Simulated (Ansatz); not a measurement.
System: Si$_{2}$F$_{6}$, net charge 0, singlet state. 
Geometry from a B3LYP-D3(BJ)/def2-TZVP (Ansatz, a quantum-chemistry and plane-wave program) optimisation:
SMILES: F[Si](F)(F)[Si](F)(F)F
```xyz
8

F      1.6046    -1.5923    -0.2008
Si     1.1619    -0.0853    -0.0296
F      1.7497     0.7453    -1.2384
F      1.7944     0.4691     1.3079
Si    -1.1619     0.0853     0.0296
F     -1.6044     1.5910     0.2126
F     -1.7937    -0.4583    -1.3127
F     -1.7506    -0.7548     1.2313
```

Wanted: atomisation energy (electronic, to ground-state atoms), in kcal/mol. Valence correlation only, unless marked. Open shells are spin-unrestricted. No spin-orbit coupling. No relativistic terms. The coupled-cluster limit lacks core correlation, which all-electron functionals hold. CBS(X,Y): correlation extrapolated as X^-3; Hartree-Fock from the larger set.

```
level                         program  atomisation energy (kcal/mol)
---------------------  --------------  -----------------------------
HF/cc-pV(Q+d)Z                 Ansatz                          671.5
SVWN5/def2-TZVPD               Ansatz                         1030.4
PBE-D3(BJ)/def2-TZVPD  Ansatz + dftd3                          901.4
revPBE-D4/def2-TZVPD   Ansatz + dftd4                          870.5
```

### Question
Estimate the value at CCSD(T)/CBS(cc-pV(T+d)Z,cc-pV(Q+d)Z) as computed with Ansatz.

### Answer
904.7 kcal/mol
